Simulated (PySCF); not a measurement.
**Relaxation of triplet RhH₇**

Method: PySCF, UPBE0, basis Rh def2-TZVP with ECP28, H def2-TZVP (scalar-relativistic core potentials, no spin–orbit coupling, density fitting). A (50,194) grid was used.

A hand-made capped trigonal prismatic start, of C2v symmetry, held to at least that symmetry:

Coordinates in bohr (charge 0 multiplicity 3):
```
Rh    0.0000    0.0000   -0.0026
H     0.0000    0.0000    2.9642
H     2.0660    2.0660    0.5125
H    -2.0660    2.0660    0.5125
H    -2.0660   -2.0660    0.5125
H     2.0660   -2.0660    0.5125
H     1.7854    0.0000   -2.3722
H    -1.7854    0.0000   -2.3722
```

Question: What forces act on the atoms at the start (eV/Å)?

Answer: 
| atom | Fx | Fy | Fz |
| --- | --- | --- | --- |
| Rh1 | 0.00 | 0.00 | -4.07 |
| H2 | 0.00 | 0.00 | 0.57 |
| H3 | 0.67 | 0.32 | 0.66 |
| H4 | -0.67 | 0.32 | 0.66 |
| H5 | -0.67 | -0.32 | 0.66 |
| H6 | 0.67 | -0.32 | 0.66 |
| H7 | 0.95 | 0.00 | 0.42 |
| H8 | -0.95 | 0.00 | 0.42 |

Question: What does it relax to?

Answer: It ends at C2v with Rh–H 1.569 Å, Rh–H 1.583 Å (×4), Rh–H 1.629 Å (×2); H–Rh–H 63.6° (×4), H–Rh–H 68.1° (×4), H–Rh–H 77.3° (×2), H–Rh–H 86.7° (×2), H–Rh–H 111.5° (×2), H–Rh–H 135.8° (×4), H–Rh–H 136.3° (×2), H–Rh–H 137.1° (after a last refinement on a finer grid). A frequency run shows 3 imaginary modes, down to 839i cm⁻¹, so it is a higher-order saddle point. Other isomers or separated fragments may lie lower.

Question: How much energy is released, and in how many steps?

Answer: 141.4 kJ/mol in 15 steps.

Other spin states or occupations of the open shell can lie lower. At this level a singlet minimum of Cs symmetry lies 304 kJ/mol below this structure.

The relaxation took of the order of 100 core-seconds on a shared host.
